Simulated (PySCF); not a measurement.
# Reading the logs of faulty runs: AlB2CH3

All numbers below are calculated, not measured. They come from PySCF 2.14.0, an open-source quantum chemistry program, on an isolated molecule that a program drew, which may never have been made. The molecule is AlB2CH3 (charge 0, singlet), drawn as the SMILES string `BC=[B][Al]`.

Each row is a Hartree-Fock (HF) and frozen-core CCSD(T) single point in the cc-pV(D+d)Z basis, meant for a local HF minimum. Run 1 is clean. Each other run has one planted mistake out of seven kinds, and not every kind appears here: one electron removed, one electron added, multiplicity raised by two, geometry at a saddle point, minimal basis STO-3G, one bond length entered in bohr, all coordinates scaled. The reference is restricted for singlets and unrestricted otherwise, and also for a bond in bohr. Adding or removing an electron swaps singlet and doublet. Electrons count all cores. HOMO and LUMO are orbital energies over both spins, the gradient is its largest component, and the lowest frequency (negative if imaginary) is given only where the gradient is small. Bond lengths are over the 6 bonds as drawn. T1 is the CCSD diagnostic: over 0.02 (restricted) or 0.045 (unrestricted) a single reference is doubtful.

Geometry of the clean run:
```xyz
7
AlB2CH3, angstrom
B    -0.7699   -0.0485    0.5376
C     0.0713    0.0341    1.7939
B     1.2238   -0.2653    1.0629
Al    2.8371   -0.7566   -0.3965
H    -0.2178   -0.3106   -0.5186
H    -1.9557    0.1234    0.4819
H    -0.2660    0.2534    2.7910
```

| run | electrons | basis functions | <S^2> | HOMO (eV) | LUMO (eV) | gradient (hartree/bohr) | lowest frequency (cm^-1) | mean bond (Å) | longest bond (Å) | T1 | HF (hartree) | CCSD(T) (hartree) | mistake |
|---|---|---|---|---|---|---|---|---|---|---|---|---|---|
| 1 | 32 | 80 | 0.000 | -8.12 | 0.40 | 2.7e-05 | 114 | 1.4394 | 2.230 | 0.0165 | -330.82060 | -331.21824 | no fault |
| 2 | 33 | 80 | 0.984 | -0.61 | 5.59 | 2.7e-02 | - | 1.4394 | 2.230 | 0.0519 | -330.82472 | -331.23225 | one electron added |
| 3 | 32 | 80 | 1.846 | -7.49 | 0.10 | 2.0e-02 | - | 1.6466 | 2.640 | 0.0902 | -330.61582 | -330.99295 | one bond length entered in bohr |
| 4 | 32 | 27 | 0.000 | -4.73 | 7.62 | 4.7e-02 | - | 1.4394 | 2.230 | 0.0144 | -326.76796 | -326.98245 | minimal basis STO-3G |
| 5 | 32 | 80 | 2.014 | -6.77 | -0.22 | 1.9e-02 | - | 1.4394 | 2.230 | 0.0287 | -330.77929 | -331.15495 | ? |

**Which mistake was planted in run 5, and what did it cost?**

Electrons, basis and geometry are unchanged, and <S^2> is 2.014, beside S(S+1) = 2.00 for a multiplicity of 3. So the mistake is: multiplicity raised by two. Subtracting run 1 and multiplying by 627.51 kcal/mol a hartree, the energy moved by 25.9 kcal/mol in HF and 39.7 kcal/mol in CCSD(T).

Cautions from the logs. Run 2: T1 is over the limit, so its CCSD(T) energy is less reliable; run 3: T1 is over the limit, so its CCSD(T) energy is less reliable.
